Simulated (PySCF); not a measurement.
The dipole of `Clc1ccc(o1)O[SiH3]` from its density and from atomic charges.

Coordinates (GFN2-xTB, Å) and charges (e) from the PBE0/pcSseg-1 density (PySCF):

| atom | x | y | z | Mulliken | IAO | Hirshfeld | ESP-fitted |
| --- | --- | --- | --- | --- | --- | --- | --- |
| Si1 | 2.510 | 0.410 | -0.025 | +0.6702 | +0.8666 | +0.3949 | +0.5919 |
| O2 | 1.296 | -0.686 | -0.242 | -0.5941 | -0.5564 | -0.1862 | -0.4864 |
| C3 | 0.005 | -0.458 | -0.117 | +0.5116 | +0.3582 | +0.1362 | +0.6662 |
| C4 | -1.062 | -1.292 | -0.260 | -0.1365 | -0.2688 | -0.1131 | -0.6069 |
| C5 | -2.216 | -0.499 | -0.010 | -0.0911 | -0.2176 | -0.0938 | -0.0202 |
| C6 | -1.756 | 0.748 | 0.264 | +0.2217 | +0.0961 | +0.0451 | -0.1160 |
| Cl7 | -2.568 | 2.189 | 0.650 | -0.0690 | +0.0230 | -0.0201 | -0.0067 |
| O8 | -0.401 | 0.793 | 0.204 | -0.4166 | -0.2645 | -0.0710 | -0.1478 |
| H9 | 2.344 | 1.526 | -0.953 | -0.0911 | -0.1332 | -0.0717 | -0.1065 |
| H10 | 3.617 | -0.476 | -0.341 | -0.0988 | -0.1217 | -0.0693 | -0.0833 |
| H11 | 2.494 | 0.893 | 1.354 | -0.0918 | -0.1338 | -0.0718 | -0.1061 |
| H12 | -1.032 | -2.331 | -0.510 | +0.0959 | +0.1749 | +0.0584 | +0.2582 |
| H13 | -3.237 | -0.817 | -0.032 | +0.0898 | +0.1772 | +0.0623 | +0.1636 |

Q: Form Σ q r in debye for every column and set it beside the full dipole.

A: The full density gives (1.00, -0.46, -0.15) D, 1.11 D in size; dipole vectors point from the negative to the positive end.

```json
{"scheme": "Mulliken", "μx": "0.13", "μy": "-0.56", "μz": "-0.11", "size (D)": "0.59", "share of the full size (%)": "53", "angle to the full dipole (°)": "51"}
{"scheme": "IAO", "μx": "1.26", "μy": "0.59", "μz": "0.11", "size (D)": "1.40", "share of the full size (%)": "126", "angle to the full dipole (°)": "51"}
{"scheme": "Hirshfeld", "μx": "1.06", "μy": "0.12", "μz": "-0.01", "size (D)": "1.06", "share of the full size (%)": "96", "angle to the full dipole (°)": "32"}
{"scheme": "ESP-fitted", "μx": "1.04", "μy": "-0.51", "μz": "-0.16", "size (D)": "1.17", "share of the full size (%)": "105", "angle to the full dipole (°)": "1"}
```

Q: Which set comes closest?

A: Length of the difference vector: ESP-fitted 0.07 D, Hirshfeld 0.60 D, Mulliken 0.87 D, IAO 1.12 D. Closest: ESP-fitted. ESP charges are fitted to the potential around the molecule, whose slowest-falling term is the dipole's. 

Q: What is left for the Hirshfeld atoms' own dipoles?

A: The Hirshfeld atoms' densities add up to the full density, so μ = Σ q r + Σ (atomic dipoles). The atomic dipoles sum to (1.00, -0.46, -0.15) − (1.06, 0.12, -0.01) = (-0.06, -0.58, -0.14) D, 0.60 D in size.

Q: With the origin at the mean of the coordinates, (0.000, 0.000, -0.001) Å, which are the largest single terms, by size, of the IAO dipole along the direction of the full one?

A: Si1 +8.71, O2 -3.96, H13 -2.19, H10 -2.05, C5 +1.87 D; all 13 atoms together +0.87 D. The single terms depend on the origin, their sum doesn't.

Q: Give the size of the full dipole in other units.

A: 1.11 D = 0.437 au = 0.231 e·Å = 3.70 × 10⁻³⁰ C·m.

Isolated species at its GFN2-xTB geometry (one conformer only).

These values come from a run that also computed NMR shieldings. On Arm Neoverse N1, one thread, no GPU, shared host with 64 logical CPUs at a one-minute load of 61, this took 55 s (with the writing of density and orbital grids) and 0.94 GiB of memory at its peak.

Conformer computed: `[SiH3:1][O:2][c:3]1[cH:4][cH:5][c:6]([Cl:7])[o:8]1`: Si1–O2–C3–C4 -179°.
